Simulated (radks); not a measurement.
Task: The mean radii <r> (bohr) of the occupied orbitals of an atom or ion are listed with their occupations. Method: Dirac Kohn-Sham, PBE, spin-unpolarised, spherical densities, finite nucleus; Fermi nuclear charge, rms radius of each element as measured or else 0.836 A^(1/3) + 0.57 fm; computed with a radial shooting solver on a logarithmic mesh with Libxc functionals.

orbital  occ.      <r>
1s1/2       2  0.03040
2s1/2       2   0.1313
2p1/2       2   0.1112
2p3/2       4   0.1164
3s1/2       2   0.3581
3p1/2       2   0.3494
3p3/2       4   0.3604
3d3/2       4   0.3327
3d5/2       6   0.3362
4s1/2       2   0.8796
4p1/2       2   0.9393
4p3/2       4   0.9700
4d3/2       4    1.242
4d5/2       6    1.259

Name the element and its charge. Open shells, if any, are shared by 2j + 1.

Result: Z = 48, cadmium, charge +2: Cd2+ in [Kr] 4d10. The 1s radius gives Z: for a bare nucleus <r> = (2 gamma + 1)/(2Z) with gamma = sqrt(1 - (Z/c)^2), 0.02993 bohr for Z = 48, and screening makes it slightly larger (0.03040 here). The occupations add up to 46, and the charge is Z minus that.
